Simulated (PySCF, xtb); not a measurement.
CH3N2S, SMILES [NH]C(N)=S (connectivity only; charge and spin as stated), charge -1, multiplicity 1.

xtb with GFN2-xTB at its own geometry gives an orbital gap of 3.34 eV.

The structure is a stationary point at r2SCAN-D4/def2-SVPD. The multiplicity is an assumed one; other spin states were not compared. The isomer is the one that the SMILES or the coordinates give; other isomers of the formula were not compared. Other conformers were not sampled.

Q: What does HF/def2-TZVPD (PySCF) give? (An estimate is asked for; the answer gives what the named calculation found.)

A: gap 8.14 eV (levels -3.32 and 4.82 eV).
